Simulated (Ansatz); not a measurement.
AlBGeH$_{6}$ (`[AlH2][BH][GeH3]`), relaxed with RKS PBE-D4/def2-SVP in Ansatz from a rough embedded geometry. The force threshold is 0.03 eV/Å; the program also tests the step.

The species carries charge 0 and has multiplicity 1.

Start:

```xyz
9

Al    0.234    1.823   -0.548
B    -0.022   -0.158   -0.847
Ge   -0.065   -1.339    0.769
H     0.601    2.398    0.841
H     0.091    2.879   -1.806
H    -0.481   -0.528   -1.889
H    -1.558   -1.423    1.312
H     0.828   -0.822    1.836
H     0.372   -2.829    0.333
```

Task: By how much does the energy fall, and how many steps does the optimiser take? (Best estimate.)

Result: The calculation gave: 58.24 kJ/mol, in 16 steps.

Task: Which bonds change most? (An estimate is asked.)

Result: Computed: Al1–B2 from 2.019 to 2.105 Å; Ge3–H8 from 1.484 to 1.556 Å; B2–Ge3 from 2.003 to 2.067 Å; Al1–H4 from 1.547 to 1.609 Å.

Task: Give the relaxed structure. (Best estimate.)

Result: Computed: 
```xyz
9

Al    0.157    1.975   -0.605
B    -0.451   -0.037   -0.727
Ge    0.097   -1.448    0.681
H    -0.674    3.038    0.273
H     1.506    2.471   -1.329
H    -1.190   -0.479   -1.593
H    -1.135   -1.613    1.627
H     1.297   -1.052    1.588
H     0.393   -2.855    0.086
```
